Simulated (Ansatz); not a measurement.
Cost and result for the atomization energy of C$_{3}$H$_{7}$FGe, SMILES `[F][GeH]1[CH2]C[CH2]1` (12 atoms, 12 bonds).

Cartesian coordinates in Å:
```
F 0.819 -2.195 -1.463
Ge 0.393 -1.285 -0.033
C 1.105 0.542 0.043
C -0.343 1.018 0.329
C -1.205 -0.158 -0.200
H 0.570 -2.275 1.132
H 1.441 0.835 -0.955
H 1.863 0.828 0.769
H -0.588 1.983 -0.123
H -0.488 1.124 1.407
H -2.117 -0.378 0.351
H -1.449 -0.040 -1.258
```

Total charge 0; spin multiplicity 1. Correlated methods include outer-core shells of Ge, which these sets cover unevenly. Scalar relativity is left out up to krypton. Geometry: relaxed with PBE0-D4/def2-TZVP. Program: Ansatz. All runs use 4 threads of an Arm Neoverse V1 on a shared host. Times are those of one run each, without the atoms' runs, and a repeat can differ threefold. Electronic energies, without spin–orbit coupling; frozen cores. CCSD(T)/CBS adds CCSD(T) − MP2 in def2-TZVPP to the MP2 limit, and its time is that of the two runs behind it. T1 = 0.011. With those shells the extrapolation isn't a true limit. B3LYP takes the VWN-RPA correlation (the form of Gaussian; ORCA's B3LYP/G).

CCSD(T)/CBS is a level of theory with its own doubt, some kJ/mol a heavy atom from the limit and from the frozen cores, so smaller differences don't rank the functionals.

```
                             level  functions  wall time  atomization (kcal/mol)  difference from CCSD(T)/CBS  per bond
   PBE-D4/def2-TZVPP (with forces)        270      3.2 s                  1104.3                         17.0       1.4
                PBE0-D4/def2-TZVPP        270        4 s                  1088.9                          1.6       0.1
r2SCAN-D4/def2-TZVPP (with forces)        270      6.5 s                  1088.1                          0.8       0.1
 B3LYP-D4/def2-TZVPP (with forces)        270      6.5 s                  1079.8                         -7.5      -0.6
                 B2PLYP/def2-TZVPP        270      7.5 s                  1072.9                        -14.4      -1.2
                ωB97X-V/def2-TZVPP        270       10 s                  1088.9                          1.6       0.1
  ωB97M-V/def2-TZVPP (with forces)        270       15 s                  1084.8                         -2.5      -0.2
                    MP2/def2-QZVPP        527       34 s                  1093.8                          6.5       0.5
                CCSD(T)/def2-TZVPP        270      6 min                  1064.4                        -22.9      -1.9
                 CCSD(T)/CBS(def2)          –    6.6 min                  1087.3                          0.0       0.0
```

The D4 term adds +9.2 kcal/mol with B3LYP and +4.8 kcal/mol with PBE0; it sums over pairs of atoms, weighted by their polarisabilities, and B3LYP, whose exchange is more repulsive, gets the larger term. In def2-TZVPP, CCSD(T) changes the Hartree–Fock value by +262.2 kcal/mol (the triples alone add +15.3 kcal/mol) and MP2 by +278.2 kcal/mol; breaking electron pairs costs correlation energy, which Hartree–Fock lacks. From PBE to PBE0 (25 % exact exchange), in def2-TZVPP and without D4, the atomization energy moves by −14.4 kcal/mol: exact exchange takes away binding that semilocal exchange gives to molecules.
